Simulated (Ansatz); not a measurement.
Geometry optimisation, RHF/6-31G in Ansatz.

input.yaml

```yaml
crystal:
  periodic: [false, false, false]
  atoms:
    - { symbol: Si, position_ang: [0.0, 0.0, 0.0] }
    - { symbol: "N", position_ang: [0.0, 0.0, 1.82] }
    - { symbol: H, position_ang: [-0.877, -0.2713, 2.35] }
    - { symbol: H, position_ang: [0.877, 0.2713, 2.35] }
    - { symbol: C, position_ang: [1.7634, 0.0, -0.6227] }
    - { symbol: H, position_ang: [2.1111, -1.0463, -0.7509] }
    - { symbol: H, position_ang: [1.8119, 0.5276, -1.5981] }
    - { symbol: H, position_ang: [2.4154, 0.5187, 0.1108] }
    - { symbol: C, position_ang: [-0.8808, 1.5259, -0.6227] }
    - { symbol: H, position_ang: [-1.9334, 1.2723, -0.8671] }
    - { symbol: H, position_ang: [-0.8624, 2.3106, 0.1622] }
    - { symbol: H, position_ang: [-0.3704, 1.9025, -1.5336] }
    - { symbol: H, position_ang: [-0.6877, -1.1914, -0.4862] }
basis:
  gaussian: { orbitals: "6-31G" }
hamiltonian:
  xc: hf
relax:
  f_tol: 0.02
  max_steps: 40
```

Run as:

```bash
$ ansatz run input.yaml --threads 1 --pin off --max-ram 2048MiB --backend cpu --events-out ev --progress --plain --runs-dir out
```

Question: Where does it end, and by what steps?

Answer: It converged. Limits of this set-up: no polarisation functions. After 6 steps the energy has fallen by 0.520 eV; H10 moved furthest, 0.64 Å.

```
step  energy less start (eV)  largest force component (eV/Å)  accepted
   0                  0.0000                           2.664       yes
   1                 -0.4204                           0.974       yes
   2                 -0.4729                           0.492       yes
   3                 -0.5030                           0.193       yes
   4                 -0.5137                           0.159       yes
   5                 -0.5180                           0.112       yes
   6                 -0.5195                           0.012       yes
```

```xyz
13
Properties=species:S:1:pos:R:3
Si -0.011 0.019 -0.010
N -0.055 -0.174 1.746
H -0.853 -0.491 2.246
H 0.722 0.036 2.329
C 1.822 0.052 -0.546
H 2.317 -0.876 -0.283
H 1.903 0.188 -1.619
H 2.354 0.868 -0.067
C -0.897 1.599 -0.621
H -1.939 1.603 -0.319
H -0.429 2.488 -0.212
H -0.861 1.663 -1.704
H -0.706 -1.157 -0.628
```

Whether the end is a true minimum wasn't checked by a vibrational analysis.

Run time: 8.9 s on 1 thread of Intel(R) Xeon(R) 6975P-C (Granite Rapids) (shared host), peak memory 0.13 GiB.
